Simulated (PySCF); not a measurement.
Telling isomers of C5H9NO2 apart by NMR

[PySCF: GIAO PBE0/pcSseg-1 shieldings; geometry: GFN2-xTB; no solvent; one computed conformer; non-relativistic Hamiltonian; fast rotation and ring inversion assumed for equivalent nuclei]

References, each an isolated molecule treated in the same way: TMS for ¹H (σref 31.72) and ¹³C (σref 186.93). Where no couplings were computed, multiplicities follow the n + 1 count of equivalent neighbours, and m marks all less simple cases (inequivalent or close neighbours, rings, F or P nearby). Acid and N–H amide carbonyl carbons lie up to 10 ppm further downfield in solution (hydrogen bonding). Shifts are as computed. Against solution values, carbons near 30 ppm lie about +3 ppm off and those near 130 ppm about +5 ppm. Of 1211 compounds with measured shifts, 218 miss one by over three times the rms of a fit or turn the order of signals round; such compounds aren't used in these exercises. OH and NH positions are gas-phase values without hydrogen bonding to other molecules.

(1) Tabulate the signals of `COC/C=N/C(C)=O`, `CNC(=O)/C=C\CO` and their relative energies.

(2) What is the quickest way to tell COC/C=N/C(C)=O from CNC(=O)/C=C\CO?

Results:

(1) 
```tsv
SMILES	carbon types	δC	δH	E rel. (kcal/mol)
COC/C=N/C(C)=O	1×C 1×CH 1×CH2 2×CH3	179.9, 164.3, 80.1, 60.8, 27.5	7.97 (t, 1H), 4.14 (d, 2H), 3.54 (s, 3H), 2.14 (s, 3H)	19.6
CNC(=O)/C=C\CO	1×C 2×CH 1×CH2 1×CH3	168.7, 163.6, 128.9, 64.4, 26.6	7.00 (m, 1H), 5.62 (d, 1H), 5.59 (br s, 1H), 4.93 (br, 1H), 4.59 (d, 2H), 3.26 (d, 3H)	0.0
```

Energies are electronic energies at PBE0/pcSseg-1 on these geometries, without zero-point or thermal terms, each for the one conformer computed, which needn't be the lowest.

(2) Both give the same number of carbon signals, but DEPT or the intensities differ. The first has a methyl carbon bonded to O (CH3) at 60.8 ppm, the second an α carbon of a C=C–C=O unit (CH) at 128.9 ppm. Their most deshielded carbons lie at 179.9 and 168.7 ppm. In the proton spectra the most deshielded non-exchanging signals are 7.97 (t, 1H) and 7.00 (m, 1H).
